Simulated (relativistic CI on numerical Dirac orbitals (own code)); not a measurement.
**Electric-dipole lines of Cu XXVI**

Computed by Dirac-Coulomb-Breit CI, separate exchange-only KLI orbitals for each configuration, model QED, unscaled Slater integrals (own radial code, finite nucleus).

CI space (outside the closed core 1s2): 2s², 2s2p, 2p², 2p3s, 2p3p, 2s3s, 2s3p, 2s3d, 2s4s, 2s4p, 2s4d, 2s4f, 2s5s, 2s5p, 3s², 2s5d, 2s5f, 2s5g, 3s3p, 3p². Levels of other configurations are missing.

| λ vac (nm) | Lower | Upper | A (s⁻¹) | E lower (10³ cm⁻¹) | E upper (10³ cm⁻¹) |
| --- | --- | --- | --- | --- | --- |
| 0.67186 | 2s2p ³P°1 [3] | 2s4d ³D2 [42] | 8.38e+12 | 440.4 | 15324.4 |
| 0.67864 | 2s2p ³P°2 [4] | 2s4d ³D3 [43] | 1.09e+13 | 593.9 | 15329.2 |
| 0.69254 | 2s2p ¹P°1 [5] | 2s4d ¹D2 [44] | 1.08e+13 | 912.7 | 15352.3 |
| 0.85979 | 2s2p ³P°0 [2] | 2p3p ³P1 [25] | 5.64e+12 | 395.1 | 12025.8 |
| 0.86105 | 2s2p ³P°2 [4] | 2p3p ³S1 [32] | 6.85e+12 | 593.9 | 12207.7 |
| 0.86172 | 2s2p ³P°2 [4] | 2p3p ³P2 [31] | 7.51e+12 | 593.9 | 12198.6 |
| 0.86203 | 2s2p ³P°2 [4] | 2p3p ³D3 [30] | 7.50e+12 | 593.9 | 12194.4 |
| 0.86313 | 2s2p ³P°1 [3] | 2p3p ³D2 [26] | 7.25e+12 | 440.4 | 12026.0 |
| 0.86563 | 2s² ¹S0 [1] | 2s3p ¹P°1 [15] | 1.29e+13 | 0.0 | 11552.2 |
| 0.86954 | 2s² ¹S0 [1] | 2s3p ³P°1 [14] | 6.96e+12 | 0.0 | 11500.4 |
| 0.87917 | 2s2p ¹P°1 [5] | 2p3p ¹D2 [33] | 1.04e+13 | 912.7 | 12287.0 |
| 0.88606 | 2s2p ¹P°1 [5] | 2p3p ³P2 [31] | 4.36e+12 | 912.7 | 12198.6 |
| 0.88844 | 2s2p ³P°0 [2] | 2s3d ³D1 [17] | 2.15e+13 | 395.1 | 11650.9 |
| 0.89145 | 2s2p ³P°1 [3] | 2s3d ³D2 [18] | 2.79e+13 | 440.4 | 11658.0 |
| 0.89202 | 2s2p ³P°1 [3] | 2s3d ³D1 [17] | 1.54e+13 | 440.4 | 11650.9 |
| 0.90282 | 2s2p ³P°2 [4] | 2s3d ³D3 [19] | 3.59e+13 | 593.9 | 11670.3 |
| 0.90383 | 2s2p ³P°2 [4] | 2s3d ³D2 [18] | 8.98e+12 | 593.9 | 11658.0 |
| 0.92344 | 2s2p ¹P°1 [5] | 2s3d ¹D2 [20] | 2.70e+13 | 912.7 | 11741.7 |
| 1.8320 | 2s3p ³P°2 [16] | 2s5d ³D3 [57] | 1.61e+12 | 11557.0 | 17015.4 |
| 1.8622 | 2s3d ³D2 [18] | 2s5f ³F°3 [60] | 1.91e+12 | 11658.0 | 17027.9 |
| 1.8661 | 2s3d ³D3 [19] | 2s5f ³F°4 [61] | 2.19e+12 | 11670.3 | 17029.2 |
| 1.8903 | 2s3d ¹D2 [20] | 2s5f ¹F°3 [64] | 2.05e+12 | 11741.7 | 17031.9 |
| 2.5143 | 2s3s ³S1 [11] | 2s4p ³P°2 [39] | 1.28e+12 | 11303.9 | 15281.2 |
| 2.6150 | 2s3p ³P°1 [14] | 2s4d ³D2 [42] | 1.95e+12 | 11500.4 | 15324.4 |
| 2.6157 | 2s3p ³P°0 [13] | 2s4d ³D1 [41] | 1.79e+12 | 11499.1 | 15322.2 |
| 2.6315 | 2s3p ¹P°1 [15] | 2s4d ¹D2 [44] | 2.23e+12 | 11552.2 | 15352.3 |
| 2.6509 | 2s3p ³P°2 [16] | 2s4d ³D3 [43] | 3.24e+12 | 11557.0 | 15329.2 |
| 2.6997 | 2s3d ³D1 [17] | 2s4f ³F°2 [45] | 5.37e+12 | 11650.9 | 15355.0 |
| 2.7044 | 2s3d ³D2 [18] | 2s4f ³F°3 [46] | 5.52e+12 | 11658.0 | 15355.7 |
| 2.7049 | 2s3d ³D2 [18] | 2s4f ³F°2 [45] | 9.90e+11 | 11658.0 | 15355.0 |
| 2.7116 | 2s3d ³D3 [19] | 2s4f ³F°4 [47] | 6.44e+12 | 11670.3 | 15358.2 |
| 2.7619 | 2s3d ¹D2 [20] | 2s4f ¹F°3 [48] | 5.97e+12 | 11741.7 | 15362.5 |
| 5.7041 | 2s4p ³P°1 [38] | 2s5d ³D2 [56] | 4.64e+11 | 15259.8 | 17012.9 |
| 5.7610 | 2s4p ¹P°1 [40] | 2s5d ¹D2 [58] | 5.98e+11 | 15289.8 | 17025.6 |
| 5.7661 | 2s4p ³P°2 [39] | 2s5d ³D3 [57] | 6.63e+11 | 15281.2 | 17015.4 |
| 5.8640 | 2s4d ³D1 [41] | 2s5f ³F°2 [59] | 9.93e+11 | 15322.2 | 17027.5 |
| 5.8702 | 2s4d ³D2 [42] | 2s5f ³F°3 [60] | 1.04e+12 | 15324.4 | 17027.9 |
| 5.8826 | 2s4d ³D3 [43] | 2s5f ³F°4 [61] | 1.18e+12 | 15329.2 | 17029.2 |
| 5.9536 | 2s4d ¹D2 [44] | 2s5f ¹F°3 [64] | 1.17e+12 | 15352.3 | 17031.9 |
| 5.9622 | 2s4f ³F°3 [46] | 2s5g ¹G4 [66] | 2.27e+11 | 15355.7 | 17033.0 |
| 5.9636 | 2s4f ³F°2 [45] | 2s5g ³G3 [63] | 1.79e+12 | 15355.0 | 17031.8 |
| 5.9664 | 2s4f ³F°3 [46] | 2s5g ³G4 [62] | 1.61e+12 | 15355.7 | 17031.8 |
| 5.9716 | 2s4f ³F°4 [47] | 2s5g ³G5 [65] | 1.95e+12 | 15358.2 | 17032.8 |
| 5.9861 | 2s4f ¹F°3 [48] | 2s5g ¹G4 [66] | 1.67e+12 | 15362.5 | 17033.0 |
| 5.9904 | 2s4f ¹F°3 [48] | 2s5g ³G4 [62] | 2.63e+11 | 15362.5 | 17031.8 |

Terms are leading LS components. Brackets give the number of a level in order of energy, since labels repeat. The list gives strong lines, with weight on those to low levels, without lines whose two gauges differ by over a factor of 2.5, among the lowest 66 of 76 levels, so that lines to higher ones, which can be the strongest, are missing. Levels whose partners in the same complex of configurations lie outside the list can be far off, and so can their lines. Rates are taken at the computed energies, electric ones in the length gauge.

At this charge energies of transitions that change n are usually good to better than 1 %, and those within a shell (Δn = 0) to a few per cent.

LS names give the leading component of a level, which can be under half, so a name can repeat, a term be missing and a line seem to break the LS rules.
